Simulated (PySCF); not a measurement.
A run for PySCF: D3(BJ) and D4 dispersion corrections on C3H10Si (SMILES CC[SiH2]C), a point of a torsion scan.

```python
from pyscf import gto
from pyscf.dispersion import dftd3, dftd4

mol = gto.M(
    atom='''
    C     1.93046215    0.28165666   -0.79056793
    C     0.92503585    0.44566109    0.34550933
    Si   -0.60983761   -0.67891045    0.16688688
    C    -0.41100568   -2.20491960    1.27997633
    H     2.79161086    0.93278157   -0.64523989
    H     1.47307794    0.53190729   -1.74501863
    H     2.28819860   -0.74453413   -0.84537070
    H     1.42830142    0.24561845    1.29328937
    H     0.61207194    1.49049904    0.38046125
    H    -1.81247837    0.06231082    0.57408848
    H    -0.76216075   -1.09753067   -1.23286358
    H     0.48572690   -2.76707784    1.03330395
    H    -1.25742722   -2.87682584    1.17617322
    H    -0.34328291   -1.92274352    2.32706077
    ''',
    basis='def2-svp',
    charge=0, spin=0, verbose=0, max_memory=1800)
d3, d4 = {}, {}
for xc in ['hf', 'pbe', 'blyp', 'revpbe', 'tpss', 'r2scan', 'b3lyp', 'pbe0', 'bhlyp', 'camb3lyp', 'b2plyp']:
    d3[xc] = float(dftd3.DFTD3Dispersion(mol, xc=xc, version='d3bj', atm=False).get_dispersion()['energy'])
    print(f'D3(BJ) {xc:10s} {d3[xc]:14.8f} Eh')
for xc in ['hf', 'pbe', 'blyp', 'revpbe', 'tpss', 'r2scan', 'b3lyp', 'pbe0', 'bhlyp', 'camb3lyp', 'b2plyp']:
    d4[xc] = float(dftd4.DFTD4Dispersion(mol, xc={'camb3lyp': 'cam-b3lyp'}.get(xc, xc), atm=True).get_dispersion()['energy'])
    print(f'D4     {xc:10s} {d4[xc]:14.8f} Eh')
```

It printed:

```
D3(BJ) hf            -0.07644764 Eh
D3(BJ) pbe           -0.01006549 Eh
D3(BJ) blyp          -0.02118222 Eh
D3(BJ) revpbe        -0.02524017 Eh
D3(BJ) tpss          -0.01264118 Eh
D3(BJ) r2scan        -0.00288894 Eh
D3(BJ) b3lyp         -0.01733232 Eh
D3(BJ) pbe0          -0.00871517 Eh
D3(BJ) bhlyp         -0.01356780 Eh
D3(BJ) camb3lyp      -0.00785508 Eh
D3(BJ) b2plyp        -0.00806265 Eh
D4     hf            -0.03332981 Eh
D4     pbe           -0.00927344 Eh
D4     blyp          -0.02042440 Eh
D4     revpbe        -0.02967904 Eh
D4     tpss          -0.01249993 Eh
D4     r2scan        -0.00238647 Eh
D4     b3lyp         -0.01479359 Eh
D4     pbe0          -0.00782253 Eh
D4     bhlyp         -0.01080014 Eh
D4     camb3lyp      -0.00786889 Eh
D4     b2plyp        -0.00647873 Eh
```

The run finished.

Cost: roughly 0.05 core-seconds.
